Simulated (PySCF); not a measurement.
Br2Sn, septet, at a GFN2-xTB geometry of the parent state (such geometries of metal compounds can be far from the true shape) (a higher spin typed on purpose: for a closed-shell molecule this is an excited state) (all electrons, no relativity).

Input for PySCF:
```python
from pyscf import gto, scf, dft

mol = gto.M(
    atom='''
Sn   -0.025257    0.003540    1.259448
Br    0.858150    1.385748   -0.886661
Br   -0.822069   -1.390805   -0.912550
''',
    basis='3-21g',
    charge=0,
    spin=6,
    verbose=5,
)

mf = dft.UKS(mol)
mf.xc = 'pbe0'
mf.kernel()
mf.analyze()
```

Q: What does this run give for the HOMO energy, <S^2>, number of basis functions, nuclear repulsion energy?

A: 
| Item | Result |
|---|---|
| HOMO energy | -2.84 eV |
| <S^2> | 12.003 |
| number of basis functions | 75 |
| nuclear repulsion energy | 885.3938 Eh |

These values belong to the state on which the SCF converged, which isn't shown to be the lowest.
